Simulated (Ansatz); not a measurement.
Breaking the Sn1–H2 bond in HISn (SMILES [SnH][I]) (multiplicity 1 held, fragments rigid). Energies count from the point at 1.783 Å.
Geometry at that point (charge 0, multiplicity 1):
| atom | x (Å) | y (Å) | z (Å) |
|---|---|---|---|
| Sn | 0.4523 | 0.9150 | 0.9654 |
| H | 0.7303 | 2.1769 | -0.2634 |
| I | -0.4405 | -0.9043 | -0.9058 |

Restricted levels (R-, RO-) in cc, def2 and unpolarised 6-31G sets keep to the state of the molecule at rest. Unrestricted levels (U-) break spin symmetry where that is lower. Active spaces are followed from a long bond inwards. Levels need not reach the same state.

Frozen-core correlation. Filled d and f shells under p-block atoms count as core.

Codes used: Ansatz (a program for electronic structure). Each number belongs to the level named beside it. In def2 rows elements past Kr take small-core potentials, without spin–orbit coupling.

Energies in eV.

```json
[
 {"R (Å)": "1.427", "U-MP2/def2-TZVPP": "1.19", "R-SCS-MP2/def2-TZVPP": "1.14", "SC-NEVPT2 on CASSCF(2,2)/def2-TZVPP": "1.20", "FIC-MRCISD on CASSCF(2,2)/def2-TZVPP": "1.17", "FIC-MRCISD+Q on CASSCF(2,2)/def2-TZVPP": "1.17"},
 {"R (Å)": "1.605", "U-MP2/def2-TZVPP": "0.20", "R-SCS-MP2/def2-TZVPP": "0.20", "SC-NEVPT2 on CASSCF(2,2)/def2-TZVPP": "0.24", "FIC-MRCISD on CASSCF(2,2)/def2-TZVPP": "0.22", "FIC-MRCISD+Q on CASSCF(2,2)/def2-TZVPP": "0.22"},
 {"R (Å)": "1.783", "U-MP2/def2-TZVPP": "0.00", "R-SCS-MP2/def2-TZVPP": "0.00", "SC-NEVPT2 on CASSCF(2,2)/def2-TZVPP": "0.00", "FIC-MRCISD on CASSCF(2,2)/def2-TZVPP": "0.00", "FIC-MRCISD+Q on CASSCF(2,2)/def2-TZVPP": "0.00"},
 {"R (Å)": "1.961", "U-MP2/def2-TZVPP": "0.17", "R-SCS-MP2/def2-TZVPP": "0.16", "SC-NEVPT2 on CASSCF(2,2)/def2-TZVPP": "0.12", "FIC-MRCISD on CASSCF(2,2)/def2-TZVPP": "0.14", "FIC-MRCISD+Q on CASSCF(2,2)/def2-TZVPP": "0.14"},
 {"R (Å)": "2.140", "U-MP2/def2-TZVPP": "0.51", "R-SCS-MP2/def2-TZVPP": "0.50", "SC-NEVPT2 on CASSCF(2,2)/def2-TZVPP": "0.41", "FIC-MRCISD on CASSCF(2,2)/def2-TZVPP": "0.44", "FIC-MRCISD+Q on CASSCF(2,2)/def2-TZVPP": "0.45"},
 {"R (Å)": "2.407", "U-MP2/def2-TZVPP": "1.34", "R-SCS-MP2/def2-TZVPP": "1.12", "SC-NEVPT2 on CASSCF(2,2)/def2-TZVPP": "0.93", "FIC-MRCISD on CASSCF(2,2)/def2-TZVPP": "0.99", "FIC-MRCISD+Q on CASSCF(2,2)/def2-TZVPP": "1.00"},
 {"R (Å)": "2.675", "U-MP2/def2-TZVPP": "1.97", "R-SCS-MP2/def2-TZVPP": "1.74", "SC-NEVPT2 on CASSCF(2,2)/def2-TZVPP": "1.42", "FIC-MRCISD on CASSCF(2,2)/def2-TZVPP": "1.51", "FIC-MRCISD+Q on CASSCF(2,2)/def2-TZVPP": "1.52"},
 {"R (Å)": "3.120", "U-MP2/def2-TZVPP": "2.39", "R-SCS-MP2/def2-TZVPP": "2.62", "SC-NEVPT2 on CASSCF(2,2)/def2-TZVPP": "2.04", "FIC-MRCISD on CASSCF(2,2)/def2-TZVPP": "2.15", "FIC-MRCISD+Q on CASSCF(2,2)/def2-TZVPP": "2.17"},
 {"R (Å)": "3.566", "U-MP2/def2-TZVPP": "2.53", "R-SCS-MP2/def2-TZVPP": "3.26", "SC-NEVPT2 on CASSCF(2,2)/def2-TZVPP": "2.36", "FIC-MRCISD on CASSCF(2,2)/def2-TZVPP": "2.49", "FIC-MRCISD+Q on CASSCF(2,2)/def2-TZVPP": "2.52"},
 {"R (Å)": "4.101", "U-MP2/def2-TZVPP": "2.58", "R-SCS-MP2/def2-TZVPP": "3.71", "SC-NEVPT2 on CASSCF(2,2)/def2-TZVPP": "2.52", "FIC-MRCISD on CASSCF(2,2)/def2-TZVPP": "2.65", "FIC-MRCISD+Q on CASSCF(2,2)/def2-TZVPP": "2.68"},
 {"R (Å)": "4.814", "U-MP2/def2-TZVPP": "2.59", "R-SCS-MP2/def2-TZVPP": "3.86", "SC-NEVPT2 on CASSCF(2,2)/def2-TZVPP": "2.57", "FIC-MRCISD on CASSCF(2,2)/def2-TZVPP": "2.70", "FIC-MRCISD+Q on CASSCF(2,2)/def2-TZVPP": "2.74"},
 {"R (Å)": "5.706", "U-MP2/def2-TZVPP": "2.59", "R-SCS-MP2/def2-TZVPP": "3.53", "SC-NEVPT2 on CASSCF(2,2)/def2-TZVPP": "2.58", "FIC-MRCISD on CASSCF(2,2)/def2-TZVPP": "2.71", "FIC-MRCISD+Q on CASSCF(2,2)/def2-TZVPP": "2.75"}
]
```

Doubts at one or more of the structures used: a spin-contaminated determinant (U-MP2/def2-TZVPP); a restricted determinant that unrestricted orbitals would lower (R-SCS-MP2/def2-TZVPP).
